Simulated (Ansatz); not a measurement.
Reaction (redistribution): `C=C(O)B([SiH3])Cl` + `BOCO` → `C=C(O)BCl` + `OCOB[SiH3]`

Computed with Ansatz on PBE0-D4/def2-TZVP structures; ΔE is electronic, products minus reactants. CBS: MP2 limit from def2 TZ/QZ plus the TZ coupled-cluster correction, frozen cores. Functionals use def2-TZVPP. B3LYP here is the variant with VWN-RPA as its local correlation; programs differ in this. Each species was taken in one conformer, which may not be the lowest.

| level | ΔE (kJ/mol) |
| --- | --- |
| B3LYP | 2.4 |
| CCSD(T)/def2-TZVPP | 2.7 |
| HF/CBS(def2) | 3.2 |
| CCSD/CBS(def2) | 4.0 |

(1) What does CCSD(T)/CBS give? (Best estimate.)

Largest T1 diagnostic among the species: 0.014.

Results:

(1) The calculation gave: +4.3 kJ/mol. The listed levels differ from it by -1.9, -1.6, -1.1, -0.3 kJ/mol.
